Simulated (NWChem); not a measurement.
GaPH4; SMILES [PH2][GaH2]

Computed with NWChem. The geometry was optimised at B3LYP/6-31G* (spherical d). Ions are spin-unrestricted doublets at the neutral geometry; other ion states weren't tried.

For level PBE/def2-SVP:

- −ε(HOMO) (eV) = 6.15

Question: How do the values read with level PBE0/def2-SVP instead?

Answer: 
* **−ε(HOMO) (eV)**: 7.20
